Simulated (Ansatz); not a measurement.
A short molecular-dynamics run on C6H8O2, SMILES `O=C1CCC(=O)CC1`.

```yaml
crystal:
  periodic: [false, false, false]
  atoms:
    - {symbol: O, position_ang: [-2.094732, -0.871799, 1.461527]}
    - {symbol: C, position_ang: [-1.159012, -0.482533, 0.811580]}
    - {symbol: C, position_ang: [-0.989883, 0.971365, 0.430888]}
    - {symbol: C, position_ang: [0.465438, 1.359631, 0.204553]}
    - {symbol: C, position_ang: [1.155329, 0.483067, -0.816506]}
    - {symbol: O, position_ang: [2.082968, 0.873469, -1.477267]}
    - {symbol: C, position_ang: [0.600868, -0.917499, -0.951952]}
    - {symbol: C, position_ang: [-0.073596, -1.413873, 0.320300]}
    - {symbol: H, position_ang: [-1.470862, 1.585440, 1.193288]}
    - {symbol: H, position_ang: [-1.563690, 1.121284, -0.492884]}
    - {symbol: H, position_ang: [1.029347, 1.252739, 1.140362]}
    - {symbol: H, position_ang: [0.575895, 2.400165, -0.103093]}
    - {symbol: H, position_ang: [1.405483, -1.576362, -1.280857]}
    - {symbol: H, position_ang: [-0.127624, -0.887176, -1.772600]}
    - {symbol: H, position_ang: [0.665011, -1.487382, 1.129133]}
    - {symbol: H, position_ang: [-0.500930, -2.410522, 0.203526]}
basis:
  gaussian: {orbitals: def2-SVP}
hamiltonian: {xc: {name: BLYP}, dispersion: d3bj}
md: {timestep: 1 fs, n_steps: 20, ensemble: nvt_langevin, temperature: 1500, initial_velocities: maxwell_boltzmann, friction: 0.01, seed: 271}
```

```sh
$ ansatz run in.yaml --threads 2 --pin off --events-out ev --progress --plain --max-ram 20480MiB --backend cpu
```

```json
{"step": "0", "time (fs)": "0.0", "potential energy (eV)": "-10435.5905", "kinetic (eV)": "2.9083", "T (K)": "1406", "conserved (eV)": "–"}
{"step": "1", "time (fs)": "1.0", "potential energy (eV)": "-10435.1861", "kinetic (eV)": "2.5433", "T (K)": "1230", "conserved (eV)": "–"}
{"step": "2", "time (fs)": "2.0", "potential energy (eV)": "-10434.5338", "kinetic (eV)": "1.9031", "T (K)": "920", "conserved (eV)": "–"}
{"step": "3", "time (fs)": "3.0", "potential energy (eV)": "-10434.3830", "kinetic (eV)": "1.9355", "T (K)": "936", "conserved (eV)": "–"}
{"step": "4", "time (fs)": "4.0", "potential energy (eV)": "-10434.3607", "kinetic (eV)": "1.8962", "T (K)": "917", "conserved (eV)": "–"}
{"step": "5", "time (fs)": "5.0", "potential energy (eV)": "-10434.0778", "kinetic (eV)": "1.7658", "T (K)": "854", "conserved (eV)": "–"}
{"step": "6", "time (fs)": "6.0", "potential energy (eV)": "-10433.7207", "kinetic (eV)": "1.3765", "T (K)": "666", "conserved (eV)": "–"}
{"step": "7", "time (fs)": "7.0", "potential energy (eV)": "-10433.5049", "kinetic (eV)": "1.2394", "T (K)": "599", "conserved (eV)": "–"}
{"step": "8", "time (fs)": "8.0", "potential energy (eV)": "-10433.4647", "kinetic (eV)": "1.2404", "T (K)": "600", "conserved (eV)": "–"}
{"step": "9", "time (fs)": "9.0", "potential energy (eV)": "-10433.6051", "kinetic (eV)": "1.2858", "T (K)": "622", "conserved (eV)": "–"}
{"step": "10", "time (fs)": "10.0", "potential energy (eV)": "-10433.9874", "kinetic (eV)": "1.5519", "T (K)": "750", "conserved (eV)": "–"}
{"step": "11", "time (fs)": "11.0", "potential energy (eV)": "-10434.4709", "kinetic (eV)": "2.0870", "T (K)": "1009", "conserved (eV)": "–"}
{"step": "12", "time (fs)": "12.0", "potential energy (eV)": "-10434.6103", "kinetic (eV)": "2.4261", "T (K)": "1173", "conserved (eV)": "–"}
{"step": "13", "time (fs)": "13.0", "potential energy (eV)": "-10434.3047", "kinetic (eV)": "2.1139", "T (K)": "1022", "conserved (eV)": "–"}
{"step": "14", "time (fs)": "14.0", "potential energy (eV)": "-10434.1516", "kinetic (eV)": "2.0812", "T (K)": "1006", "conserved (eV)": "–"}
{"step": "15", "time (fs)": "15.0", "potential energy (eV)": "-10434.4201", "kinetic (eV)": "2.2569", "T (K)": "1091", "conserved (eV)": "–"}
{"step": "16", "time (fs)": "16.0", "potential energy (eV)": "-10434.5549", "kinetic (eV)": "2.3917", "T (K)": "1156", "conserved (eV)": "–"}
{"step": "17", "time (fs)": "17.0", "potential energy (eV)": "-10434.3671", "kinetic (eV)": "2.1535", "T (K)": "1041", "conserved (eV)": "–"}
{"step": "18", "time (fs)": "18.0", "potential energy (eV)": "-10434.0576", "kinetic (eV)": "1.8170", "T (K)": "879", "conserved (eV)": "–"}
{"step": "19", "time (fs)": "19.0", "potential energy (eV)": "-10433.7676", "kinetic (eV)": "1.5616", "T (K)": "755", "conserved (eV)": "–"}
{"step": "20", "time (fs)": "20.0", "potential energy (eV)": "-10433.6588", "kinetic (eV)": "1.5394", "T (K)": "744", "conserved (eV)": "–"}
```

Velocities are drawn at the set temperature; a run this short doesn't reach equilibrium.

Frames (Å, forces in eV/Å):

```xyz
16
time=0.0 fs
O    -2.095   -0.872    1.462   -1.263   -0.526    0.878
C    -1.159   -0.483    0.812    0.508    0.210   -0.352
C    -0.990    0.971    0.431    0.121    0.149    0.033
C     0.465    1.360    0.205   -0.172    0.084    0.032
C     1.155    0.483   -0.817   -0.502   -0.211    0.359
O     2.083    0.873   -1.477    1.253    0.527   -0.892
C     0.601   -0.917   -0.952   -0.018   -0.163    0.105
C    -0.074   -1.414    0.320    0.072   -0.070   -0.166
H    -1.471    1.585    1.193   -0.279    0.292    0.357
H    -1.564    1.121   -0.493   -0.264    0.087   -0.438
H     1.029    1.253    1.140    0.253   -0.042    0.451
H     0.576    2.400   -0.103    0.099    0.512   -0.136
H     1.405   -1.576   -1.281    0.392   -0.308   -0.206
H    -0.128   -0.887   -1.773   -0.350   -0.002   -0.384
H     0.665   -1.487    1.129    0.360   -0.043    0.371
H    -0.501   -2.411    0.204   -0.209   -0.497   -0.011
16
time=2.0 fs
O    -2.055   -0.887    1.472   -3.093   -0.764    2.206
C    -1.172   -0.446    0.826    2.605   -0.818   -1.943
C    -0.999    0.988    0.407   -0.514    0.760    2.811
C     0.488    1.353    0.212   -4.636    0.454   -4.490
C     1.139    0.480   -0.799    1.166    0.182   -1.768
O     2.078    0.872   -1.492   -0.214   -0.149    0.329
C     0.572   -0.931   -0.971   -2.085    2.223    0.703
C    -0.058   -1.428    0.326   -2.088   -0.509   -1.878
H    -1.561    1.598    1.233    0.994   -0.566   -1.110
H    -1.638    1.102   -0.454   -0.225    0.334   -1.217
H     1.012    1.356    1.024    3.371   -0.812    6.090
H     0.532    2.411    0.021    0.279    1.082   -1.157
H     1.339   -1.518   -1.301    2.677   -2.046   -1.083
H    -0.149   -0.897   -1.850    0.135    0.010    0.758
H     0.598   -1.480    1.159    1.450   -0.299    1.028
H    -0.495   -2.461    0.110    0.178    0.918    0.721
16
time=4.0 fs
O    -2.021   -0.904    1.485   -3.463   -0.408    2.522
C    -1.178   -0.405    0.834    3.086   -2.290   -2.310
C    -1.011    1.006    0.387   -1.272    0.894    3.169
C     0.495    1.353    0.207   -2.328    2.161    0.487
C     1.123    0.478   -0.788    2.367    0.447   -3.339
O     2.071    0.873   -1.507   -1.194   -0.606    1.203
C     0.538   -0.938   -0.990    0.422    1.199   -0.012
C    -0.046   -1.440    0.328   -2.171   -0.578   -1.465
H    -1.610    1.593    1.251    1.393   -0.574   -1.590
H    -1.704    1.099   -0.467    0.479    0.363   -0.651
H     1.107    1.417    1.096    0.178   -1.047    1.407
H     0.502    2.471    0.113    0.417   -0.298   -1.411
H     1.364   -1.543   -1.343    0.672   -0.470   -0.300
H    -0.170   -0.890   -1.905    0.295   -0.101    1.334
H     0.582   -1.496    1.228    0.855   -0.257   -0.244
H    -0.486   -2.494    0.052    0.260    1.565    1.199
16
time=6.0 fs
O    -1.999   -0.920    1.499   -2.410    0.688    1.699
C    -1.174   -0.367    0.834    2.031   -4.249   -1.384
C    -1.030    1.027    0.376   -1.114    0.516    2.028
C     0.491    1.362    0.202   -0.661    3.463    3.378
C     1.109    0.479   -0.788    2.746    0.376   -3.814
O     2.058    0.875   -1.519   -1.487   -0.691    1.483
C     0.506   -0.942   -1.014    3.373   -0.118    0.048
C    -0.041   -1.451    0.327   -1.479    0.221   -0.842
H    -1.597    1.575    1.219    0.875    0.064   -1.000
H    -1.743    1.105   -0.506    1.088    0.319    0.105
H     1.217    1.437    1.235   -2.052   -1.035   -1.907
H     0.475    2.534    0.128    0.657   -1.659   -1.189
H     1.416   -1.612   -1.395   -1.442    1.208    0.562
H    -0.157   -0.890   -1.930   -0.208   -0.161    0.997
H     0.606   -1.519    1.274    0.064   -0.140   -1.512
H    -0.483   -2.478    0.023    0.018    1.198    1.348
16
time=8.0 fs
O    -1.987   -0.933    1.516   -1.113    1.782    0.590
C    -1.166   -0.348    0.825    0.714   -5.501   -0.156
C    -1.054    1.053    0.373    0.724   -1.322   -0.548
C     0.480    1.382    0.204   -0.264    2.546    3.116
C     1.104    0.484   -0.810    1.630    0.055   -2.613
O     2.037    0.880   -1.526   -0.698   -0.331    0.820
C     0.487   -0.952   -1.038    4.484   -0.291    1.024
C    -0.045   -1.462    0.329   -0.377    2.626   -0.741
H    -1.559    1.546    1.151   -0.808    1.741    1.389
H    -1.748    1.115   -0.534    1.121    0.324    0.315
H     1.234    1.423    1.305   -2.337   -0.774   -2.523
H     0.475    2.531    0.081    0.710   -1.385   -0.882
H     1.410   -1.654   -1.439   -1.728    1.579    0.800
H    -0.137   -0.894   -1.936   -1.010   -0.146    0.174
H     0.630   -1.527    1.266   -0.138   -0.098   -1.654
H    -0.477   -2.410    0.043   -0.912   -0.804    0.889
16
time=10.0 fs
O    -1.978   -0.937    1.537   -0.142    2.428   -0.302
C    -1.155   -0.343    0.818   -0.239   -5.833    0.928
C    -1.075    1.071    0.367    1.946   -1.937   -0.793
C     0.464    1.412    0.209   -0.063   -0.382    2.203
C     1.103    0.491   -0.841   -0.356   -0.403   -0.746
O     2.013    0.887   -1.533    0.830    0.277   -0.418
C     0.484   -0.963   -1.061    3.423    0.277    1.712
C    -0.051   -1.466    0.334    0.132    4.651   -1.524
H    -1.542    1.571    1.137   -1.385    2.054    1.993
H    -1.720    1.114   -0.542    0.553    0.425   -0.153
H     1.166    1.379    1.258   -2.041   -0.416   -2.171
H     0.498    2.479    0.015    0.601    0.568   -0.854
H     1.342   -1.644   -1.438   -0.740    0.951    0.413
H    -0.158   -0.907   -1.939   -1.130   -0.079    0.026
H     0.648   -1.541    1.198    0.363   -0.069   -0.657
H    -0.489   -2.366    0.085   -1.751   -2.512    0.342
16
time=12.0 fs
O    -1.971   -0.933    1.557    0.100    2.349   -0.555
C    -1.150   -0.353    0.818   -0.478   -4.820    1.283
C    -1.090    1.080    0.357    1.300   -0.372    2.548
C     0.447    1.436    0.219   -1.772   -2.017   -1.458
C     1.099    0.495   -0.872   -1.813   -0.889    0.735
O     1.995    0.899   -1.542    1.945    0.733   -1.366
C     0.493   -0.977   -1.073   -0.895    2.401    1.480
C    -0.055   -1.456    0.337   -1.901    2.557   -3.638
H    -1.583    1.663    1.184    0.060   -0.029   -0.677
H    -1.670    1.123   -0.549   -0.338    0.463   -1.062
H     1.008    1.297    1.130    0.231   -0.160    1.056
H     0.522    2.448   -0.083    0.545    1.530   -0.614
H     1.244   -1.615   -1.426    1.897   -1.138   -0.758
H    -0.236   -0.916   -1.961    0.120   -0.081    1.285
H     0.668   -1.550    1.099    1.581   -0.144    1.105
H    -0.537   -2.409    0.125   -0.582   -0.384    0.637
16
time=14.0 fs
O    -1.963   -0.921    1.577   -0.259    1.689   -0.178
C    -1.147   -0.380    0.826   -0.303   -2.806    0.864
C    -1.101    1.087    0.353    0.599    0.573    3.324
C     0.428    1.454    0.224   -3.885   -0.140   -7.066
C     1.087    0.493   -0.893   -2.014   -0.902    1.067
O     1.980    0.909   -1.556    1.936    0.715   -1.438
C     0.498   -0.984   -1.080   -2.954    2.830    1.219
C    -0.068   -1.438    0.331   -1.606   -0.155   -3.018
H    -1.620    1.776    1.217    0.786   -1.473   -2.029
H    -1.616    1.146   -0.590   -0.634    0.335   -0.887
H     0.855    1.183    1.052    3.131   -0.870    5.664
H     0.547    2.464   -0.205    0.415    0.092    0.657
H     1.212   -1.625   -1.450    2.436   -1.715   -1.050
H    -0.318   -0.945   -1.940    0.970    0.058    1.582
H     0.736   -1.556    1.039    0.728    0.019    0.717
H    -0.591   -2.485    0.194    0.654    1.751    0.572
16
time=16.0 fs
O    -1.954   -0.905    1.595   -0.771    0.754    0.478
C    -1.138   -0.419    0.835   -0.312   -0.340    0.167
C    -1.115    1.096    0.365    0.148    0.581    1.255
C     0.397    1.469    0.211   -0.441   -1.604   -2.226
C     1.068    0.489   -0.911   -1.436   -0.411    0.816
O     1.968    0.916   -1.575    1.211    0.349   -0.950
C     0.494   -0.983   -1.084   -0.831    0.406    0.110
C    -0.093   -1.418    0.308    0.820   -1.586   -0.888
H    -1.623    1.823    1.187    0.635   -1.689   -1.778
H    -1.584    1.177   -0.649   -0.321    0.047    0.523
H     0.822    1.041    1.146    0.760    1.406    0.078
H     0.588    2.489   -0.298    0.088   -0.985    1.694
H     1.250   -1.695   -1.510   -0.109    0.525    0.350
H    -0.352   -0.971   -1.864    0.742    0.240    0.714
H     0.817   -1.548    1.003   -1.105    0.314   -0.331
H    -0.618   -2.491    0.291    0.923    1.993   -0.013
16
time=18.0 fs
O    -1.943   -0.888    1.616   -1.634   -0.256    1.425
C    -1.138   -0.457    0.843    0.186    2.181   -0.765
C    -1.123    1.105    0.379    0.717   -0.938   -1.680
C     0.362    1.478    0.192    1.455   -2.883    0.134
C     1.048    0.485   -0.928   -0.471    0.253    0.456
O     1.962    0.920   -1.597    0.125   -0.140   -0.190
C     0.488   -0.976   -1.083    1.169   -0.961    0.295
C    -0.118   -1.400    0.287    2.583   -1.398    0.324
H    -1.610    1.780    1.095   -0.446   -0.197    0.170
H    -1.564    1.214   -0.679   -0.244   -0.236    1.219
H     0.826    0.951    1.259   -0.144    2.503   -2.403
H     0.631    2.483   -0.329   -0.212   -0.953    1.862
H     1.289   -1.754   -1.546   -1.412    1.733    1.069
H    -0.351   -0.982   -1.767   -0.530    0.325   -0.990
H     0.852   -1.506    0.957   -1.739    0.324   -0.360
H    -0.625   -2.414    0.384    0.598    0.643   -0.567
16
time=20.0 fs
O    -1.933   -0.873    1.639   -2.095   -0.963    1.999
C    -1.142   -0.493    0.843    0.302    4.276   -1.224
C    -1.124    1.109    0.388    1.326   -2.814   -3.805
C     0.329    1.475    0.170    2.297   -3.804    1.198
C     1.027    0.485   -0.937    0.558    0.749   -0.201
O     1.954    0.922   -1.626   -1.013   -0.575    0.698
C     0.487   -0.971   -1.081    1.133   -0.781    0.408
C    -0.137   -1.384    0.267    3.587    0.010    0.562
H    -1.613    1.736    1.040   -1.639    1.515    2.158
H    -1.571    1.233   -0.666   -0.298   -0.361    1.103
H     0.820    0.948    1.287   -0.265    2.385   -2.735
H     0.654    2.434   -0.290   -0.153    0.260    1.192
H     1.277   -1.737   -1.533   -1.304    1.519    0.907
H    -0.372   -0.966   -1.707   -0.949    0.302   -1.736
H     0.813   -1.441    0.918   -1.212    0.177    0.161
H    -0.613   -2.316    0.448   -0.274   -1.894   -0.684
```

Run time 61 s (2 threads of an AMD EPYC 7R13 on a shared host); peak host memory 0.24 GiB.
